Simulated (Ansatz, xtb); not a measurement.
**Ranking isomers of C6H9BSi**

4 gas-phase structures of C6H9BSi, from a drawn sample of its isomers (lower ones may exist). Each was relaxed with GFN2-xTB:

A. `Bc1ccccc1[SiH3]`, a singlet
B. `B[C@]12C=C[C@H](C=C1)[SiH2]2`, a singlet
C. `BC1=C[SiH2]C(C=C)=C1`, a singlet
D. `[SiH3]B1C=CC=CC=C1`, a singlet

Problem. Make a reasoned guess at their ranking by r2SCAN-D4/def2-SVP single-point energy.

Solution. Calculated order at r2SCAN-D4/def2-SVP: A (0.000), D (0.421), C (1.556), B (1.579) eV. Less than 1 kcal/mol parts C and B, so the order within that pair means little.

Energies above the lowest of each column, in eV; the last columns are at B3LYP-D3(BJ)/def2-SVP geometries and were run for some of them only (a dash: not run or not comparable):

```tsv
structure	GFN2-xTB	HF/STO-3G	r2SCAN-D4/def2-SVP	B3LYP-D3(BJ)/def2-SVP	CCSD(T)/def2-SVP + ΔMP2/def2-TZVPP
A	0.000	0.000	0.000	0.000	0.000
D	1.420	1.159	0.421	0.445	0.586
C	1.819	1.836	1.556	1.518	1.295
B	1.240	1.427	1.579	–	–
```

Every level run on A puts it lowest or level with the lowest. Flexible structures stand in one conformer each, not always the lowest. Frequencies (GFN2-xTB) were run for A, C, D alone. The ΔMP2 step shifts differences by up to 0.162 eV, which makes them less sure. ΔMP2 is the change of the MP2 energy from the smaller to the larger basis.

Over these structures GFN2-xTB departs from r2SCAN-D4/def2-SVP by 0.400 eV on average once a common shift is removed. A GFN2-xTB relaxation took about 0.085 s and the r2SCAN-D4/def2-SVP energy about 2.5 s on a shared host (Ansatz 0.2.0, xtb 6.7.1).
